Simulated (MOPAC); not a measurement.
A run for MOPAC: PM3 on GeH3N (SMILES [NH2][GeH]), a point of a torsion scan.

```
PM3 1SCF PRECISE CHARGE=0 THREADS=1
GeH3N

N     -0.59345852 1    -0.05147487 1    -0.00192403 1
Ge     1.13073511 1    -0.51590383 1    -0.22311467 1
H     -1.34086889 1    -0.60820540 1     0.38252561 1
H     -0.94997826 1     0.85593210 1    -0.26512113 1
H      0.86360610 1    -2.00540168 1     0.40553221 1
```

The log:

```
*******************************************************************************
 **                                                                           **
 **                              MOPAC v23.2.5                                **
 **                                                                           **
 *******************************************************************************
 ** MOPAC's Digital Object Identifier: https://doi.org/10.5281/zenodo.6511958 **
 **                                                                           **
 ** Please cite the open-source release paper for use of this MOPAC version:  **
 ** J. E. Moussa and J. J. P. Stewart (2026)                                  **
 ** MOPAC: An open-source semiempirical molecular orbital program             **
 ** J. Open Source Softw., 11(119), 8025, https://doi.org/10.21105/joss.08025 **
 *******************************************************************************

                              PM3 CALCULATION RESULTS

 *******************************************************************************
 *  PM3        - The PM3 Hamiltonian to be used
 *
 *
 *
 *                 CHARGE ON SYSTEM = 0
 *
 *
 *
 *  PRECISE    - TIGHTER CRITERIA TO BE USED
 *  1SCF       - DO 1 SCF AND THEN STOP
 *  THREADS=1  - MULTI-THREADING NOT USED
 *  T=         - A TIME OF 172800.0 SECONDS REQUESTED
 *  DUMP=N     - RESTART FILE WRITTEN EVERY 7200.0 SECONDS REQUESTED
 *******************************************************************************
PM3 1SCF PRECISE CHARGE=0 THREADS=1
 GeH3N

   ATOM   CHEMICAL          X               Y               Z
  NUMBER   SYMBOL      (ANGSTROMS)     (ANGSTROMS)     (ANGSTROMS)

     1       N         -0.59345852  *  -0.05147487  *  -0.00192403  *
     2      Ge          1.13073511  *  -0.51590383  *  -0.22311467  *
     3       H         -1.34086889  *  -0.60820540  *   0.38252561  *
     4       H         -0.94997826  *   0.85593210  *  -0.26512113  *
     5       H          0.86360610  *  -2.00540168  *   0.40553221  *



          CARTESIAN COORDINATES

    NO.       ATOM           X           Y           Z

     1         N         -0.5935     -0.0515     -0.0019
     2        Ge          1.1307     -0.5159     -0.2231
     3         H         -1.3409     -0.6082      0.3825
     4         H         -0.9500      0.8559     -0.2651
     5         H          0.8636     -2.0054      0.4055

  H: (PM3): J. J. P. STEWART, J. COMP. CHEM. 10, 209 (1989).
  N: (PM3): J. J. P. STEWART, J. COMP. CHEM. 10, 209 (1989).
 Ge: (PM3): J. J. P. STEWART, J. COMP. CHEM. 12, 320-341 (1991).

           Empirical Formula: H3 N Ge  =     5 atoms



      MOLECULAR POINT GROUP   :   Cs


      RHF CALCULATION, NO. OF DOUBLY OCCUPIED LEVELS = 6


 -------------------------------------------------------------------------------
 PM3 1SCF PRECISE CHARGE=0 THREADS=1
 GeH3N



     1SCF WAS SPECIFIED, SO BFGS WAS NOT USED
     SCF FIELD WAS ACHIEVED


                              PM3 CALCULATION
                                                       MOPAC v23.2.5 Linux




          FINAL HEAT OF FORMATION =         40.38403 KCAL/MOL =     168.96679 KJ/MOL


          COSMO AREA              =         90.11 SQUARE ANGSTROMS
          COSMO VOLUME            =         76.41 CUBIC ANGSTROMS

          IONIZATION POTENTIAL    =          8.743288 EV
          HOMO LUMO ENERGIES (EV) =         -8.743 -0.128
          NO. OF FILLED LEVELS    =          6
          MOLECULAR WEIGHT        =         89.6204         POINT GROUP:  Cs

          MOLECULAR DIMENSIONS (Angstroms)

            Atom       Atom       Distance
            H     5    H     4     3.45342
            H     3   Ge     2     2.29469
            N     1    H     5     0.00005


          SCF CALCULATIONS        =          1





   ATOM   CHEMICAL          X               Y               Z
  NUMBER   SYMBOL      (ANGSTROMS)     (ANGSTROMS)     (ANGSTROMS)

     1       N         -0.59345852  *  -0.05147487  *  -0.00192403  *
     2      Ge          1.13073511  *  -0.51590383  *  -0.22311467  *
     3       H         -1.34086889  *  -0.60820540  *   0.38252561  *
     4       H         -0.94997826  *   0.85593210  *  -0.26512113  *
     5       H          0.86360610  *  -2.00540168  *   0.40553221  *

                             CARTESIAN COORDINATES

   1    N       -0.593458520    -0.051474870    -0.001924030
   2   Ge        1.130735110    -0.515903830    -0.223114670
   3    H       -1.340868890    -0.608205400     0.382525610
   4    H       -0.949978260     0.855932100    -0.265121130
   5    H        0.863606100    -2.005401680     0.405532210


           Empirical Formula: H3 N Ge  =     5 atoms



      MOLECULAR POINT GROUP   :   Cs


                  EIGENVALUES
 -27.71880 -15.50044 -15.19503 -11.14072  -9.51434  -8.74329  -0.12775   1.25908
   2.19095   4.70503   5.60217


              NET ATOMIC CHARGES AND DIPOLE CONTRIBUTIONS

  ATOM NO.   TYPE          CHARGE      No. of ELECS.   s-Pop       p-Pop
    1          N          -0.316652        5.3167     1.42576     3.89089
    2         Ge           0.560449        3.4396     1.73173     1.70782
    3          H           0.045988        0.9540     0.95401
    4          H           0.038376        0.9616     0.96162
    5          H          -0.328161        1.3282     1.32816
 DIPOLE           X         Y         Z       TOTAL
 POINT-CHG.     2.114     1.874    -1.201     3.070
 HYBRID        -3.272    -1.289     1.246     3.731
 SUM           -1.158     0.584     0.045     1.298


          ATOMIC ORBITAL ELECTRON POPULATIONS

     Atom    s        px        py        pz
    1  N   1.42576   1.15794   1.11221   1.62075
    2 Ge   1.73173   0.67737   0.66496   0.36549
    3  H   0.95401
    4  H   0.96162
    5  H   1.32816

 **********************
 *                    *
 * JOB ENDED NORMALLY *
 *                    *
 **********************




 == MOPAC DONE ==
```

The run finished.

Cost: roughly 0.020 core-seconds.
